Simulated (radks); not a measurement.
Results of a calculation; reference values are marked as such.
Question: Coulomb parameter of the 4f shell of the neodymium ion Nd2+ in the model configuration [Xe] 4f3 6s1, as a second difference U = [E(n + 0.25) + E(n - 0.25) - 2 E(n)] / (0.25)^2 with all orbitals relaxed. "Bare": the charge of the atom changes with n. "Screened": the 6s shell takes up the change at fixed total charge, which measures U(4f,4f) + U(6s,6s) - 2 U(4f,6s). Level of theory: scalar-relativistic Kohn-Sham, r2SCAN, spin-unpolarised, spherical densities, finite nucleus; meta-GGA in the generalised Kohn-Sham scheme; Fermi nuclear charge, rms radius 4.9123 fm (a radial shooting solver on a logarithmic mesh with Libxc functionals). Estimate both.

Answer: U(bare) = 16.684 eV, U(screened by 6s) = 6.729 eV, against the Slater integral F0(4f,4f) = 25.852 eV with frozen orbitals.
